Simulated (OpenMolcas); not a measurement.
**Computed transition rates of Ta I**

```yaml
Program: OpenMolcas 26.06
Method: "MS-CASPT2, IPEA 0.25 Eh, imaginary shift 0.1 Eh (closed shells correlated: 5s 5p)"
Basis: ANO-RCC-VTZP [8s7p5d3f2g1h]
Scalar_Hamiltonian: DKH2, point nucleus
Active_space: 5 electrons in 11 orbitals (5d 6s 6d)
State_averaging: 2S+1 = 4 even, 42 roots; 2S+1 = 6 even, 5 roots kept (CI in the orbitals of an earlier block); 2S+1 = 2 even, 35 roots kept (CI in the orbitals of an earlier block)
Spin-orbit_coupling: RASSI with atomic mean-field integrals over the reference wave functions, term energies averaged over their components
```

Rates come from the transition moments of the reference wave functions (E1 and E2 in the length form). At fixed line strength A goes as λ^-3 for E1 and M1 and as λ^-5 for E2, so a rate at the computed wavelength can be rescaled to the measured one. Measured vacuum wavelengths follow from level energies in NIST Handbook of Basic Atomic Spectroscopic Data. Branching counts decays inside the model space alone, at computed energies, and the table is only a selection of the M1 lines, drawn from those between levels with measured partners whose computed energy lies within a factor of 1.5 of the measured one.

```json
{"Upper": "5d3 6s2 4F 9/2", "Lower": "5d3 6s2 4F 7/2", "Type": "M1", "λ computed (nm)": "5176", "λ measured (nm)": "6035", "A computed (s-1)": "1.72e-01", "A rescaled (s-1)": "1.09e-01", "Branching %": "100.0"}
{"Upper": "5d3 6s2 4F 5/2", "Lower": "5d3 6s2 4F 3/2", "Type": "M1", "λ computed (nm)": "4783", "λ measured (nm)": "4975", "A computed (s-1)": "3.67e-01", "A rescaled (s-1)": "3.26e-01", "Branching %": "100.0"}
{"Upper": "5d3 6s2 4F 7/2", "Lower": "5d3 6s2 4F 5/2", "Type": "M1", "λ computed (nm)": "4463", "λ measured (nm)": "5118", "A computed (s-1)": "4.44e-01", "A rescaled (s-1)": "2.94e-01", "Branching %": "100.0"}
{"Upper": "5d3 6s2 4P 5/2 [75 %]", "Lower": "5d3 6s2 4P 3/2 [67 %]", "Type": "M1", "λ computed (nm)": "2787", "λ measured (nm)": "3140", "A computed (s-1)": "6.82e-01", "A rescaled (s-1)": "4.77e-01", "Branching %": "94.3"}
{"Upper": "5d3 6s2 4P 3/2 [67 %]", "Lower": "5d3 6s2 4F 5/2", "Type": "M1", "λ computed (nm)": "2601", "λ measured (nm)": "2464", "A computed (s-1)": "4.97e-02", "A rescaled (s-1)": "", "Branching %": "15.6"}
{"Upper": "5d3 6s2 4P 1/2", "Lower": "5d3 6s2 4F 3/2", "Type": "M1", "λ computed (nm)": "1746", "λ measured (nm)": "1653", "A computed (s-1)": "3.04e-02", "A rescaled (s-1)": "", "Branching %": "99.9"}
{"Upper": "5d3 6s2 4P 3/2 [67 %]", "Lower": "5d3 6s2 4F 3/2", "Type": "M1", "λ computed (nm)": "1685", "λ measured (nm)": "1648", "A computed (s-1)": "2.69e-01", "A rescaled (s-1)": "", "Branching %": "84.4"}
```

Spin-changing lines and M1 lines between different terms are not rescaled, since their strength hangs on the term gaps too.

The largest correction is for 5d3 6s2 4F 9/2 → 5d3 6s2 4F 7/2 (M1): 1.72e-01 × (5176 / 6035)^3 = 1.09e-01 s-1, a factor of 0.63.

The computed rate and branching of 5d3 6s2 4F 5/2 → 5d3 6s2 4F 3/2 give the upper level a radiative lifetime of 1.000 / 3.67e-01 s-1 = 2.72e+00 s, counting decays inside the model space alone. The rescaled rate gives about 3.1e+00 s.

The computed order of these levels differs from the measured one in 1 place, and where term gaps are wrong the rates of spin-changing lines can be off by large factors.

No measured rate stands beside these. Rescaling mends the energy factor alone: line strengths can still be far off where a level mixes with configurations outside the active space, and weak or spin-changing lines hang on small mixing coefficients that depend on the term gaps too, so rescaling need not improve them.

CASPT2 breaks the degeneracy within a term, and the mean is taken; among the terms shown or strongly mixed into the levels shown the widest spread is 650 cm-1 (5d3 6s2 4F). Active for correlation alone: 6d; no level in the range computed is led by a configuration that fills it, so any true level of that kind is missing. The CASPT2 spread within a term exceeds the gap to the next term for 5d4 6s 6D and 5d3 6s2 2G, so the order of their levels is uncertain, and so are names and mixing where such terms share a J. Computed and measured levels are paired by configuration, term and J; levels that our copy of the source lacks, or whose pairing is in doubt (as where it misses far off the trend of its configuration), stay unpaired. Only configurations of the active space appear.

A share in square brackets marks a mixed level and gives the weight of the term that names it.
